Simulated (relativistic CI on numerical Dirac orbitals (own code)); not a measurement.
**What each ingredient does to the levels of Cs²⁷⁺**

Base calculation: Dirac-Coulomb-Breit CI, separate exchange-only KLI orbitals for each configuration, model QED, unscaled Slater integrals.

Configuration list (outside the closed core [Ne]): 3s2 3p6 3d10, 3s2 3p6 3d9 4s, 3s2 3p6 3d9 4p, 3s2 3p6 3d9 4d, 3s2 3p6 3d9 4f, 3s2 3p5 3d10 4s, 3s2 3p6 3d8 4s2, 3s2 3p5 3d10 4p, 3s2 3p6 3d8 4s 4p, 3s2 3p6 3d9 5s, 3s2 3p6 3d8 4p2, 3s2 3p6 3d9 5p, 3s2 3p5 3d10 4d, 3s2 3p6 3d8 4s 4d, 3s 3p6 3d10 4s, 3s2 3p6 3d9 5d. Levels of other configurations are missing.

Variants: (1) Breit term removed. Shifts of the energy above 3s2 3p6 3d10 1S_0, in eV, for the lowest level and the first level of each name with at least 55 % of one term (blank where a level changes its place among those of its configuration and J or its character, or is not in the variant):

| Level | Base | Δ(1) |
| --- | --- | --- |
| 3s2 3p6 3d10 1S_0 | 0.000 | 0.000 |
| 3s2 3p6 3d9 4s 3D_3 | 629.077 | +0.176 |
| 3s2 3p6 3d9 4s 3D_1 | 643.933 | +0.575 |
| 3s2 3p6 3d9 4p 3P°_2 | 683.831 | -0.159 |
| 3s2 3p6 3d9 4p 3F°_2 | 698.902 | +0.305 |
| 3s2 3p6 3d9 4p 3F°_4 | 704.611 | +0.183 |
| 3s2 3p6 3d9 4p 1D°_2 | 706.214 | +0.138 |
| 3s2 3p6 3d9 4p 1P°_1 | 706.830 | +0.164 |
| 3s2 3p6 3d9 4p 3D°_3 | 707.885 | +0.144 |
| 3s2 3p6 3d9 4p 3P°_0 | 717.213 | +0.519 |
| 3s2 3p6 3d9 4p 3D°_2 | 722.243 | +0.561 |
| 3s2 3p6 3d9 4d 3S_1 | 789.874 | +0.330 |
| 3s2 3p6 3d9 4d 3G_5 | 797.198 | +0.553 |
| 3s2 3p6 3d9 4d 3F_4 | 800.623 | +0.490 |
| 3s2 3p6 3d9 4d 3P_0 | 803.159 | +0.537 |
| 3s2 3p6 3d9 4d 3G_3 | 808.426 | +0.817 |
| 3s2 3p6 3d9 4d 3F_2 | 811.838 | +0.760 |
| 3s2 3p6 3d9 4d 1S_0 | 841.011 | +0.591 |
| 3s2 3p6 3d9 4f 3P°_0 | 887.124 | +0.455 |
| 3s2 3p6 3d9 4f 3P°_1 | 888.307 | +0.540 |
| 3s2 3p6 3d9 4f 3P°_2 | 890.224 | +0.616 |
| 3s2 3p6 3d9 4f 3H°_6 | 891.098 | +0.729 |

At this charge energies of transitions that change n are usually good to better than 1 %, and those within a shell (Δn = 0) to a few per cent.

Ionisation energy from the two ground configurations alone: base 1592.76 eV; Breit term removed 1593.44 eV. The NIST ASD value (theoretical) is 1592 eV.

LS names give the leading component of a level, which can be under half, so a name can repeat, a term be missing and a line seem to break the LS rules.
